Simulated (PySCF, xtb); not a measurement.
C2H3ClFNSi, SMILES C#C[Si@@](N)(F)Cl.

GFN2-xTB in xtb 6.7.1 at its own geometry gives an orbital gap of 5.25 eV and a dipole moment of 3.28 D.

Geometry: B3LYP-D3(BJ)/def2-SVP. The structure was generated by enumeration; whether it is a known compound was not checked. The values are those of a single conformer.

**Question.** What does PySCF with r2SCAN/def2-TZVP give? (Estimate from the structure and the level; the computed values follow.)

**Answer.** gap 5.74 eV (levels -7.08 and -1.34 eV), dipole 2.73 D.
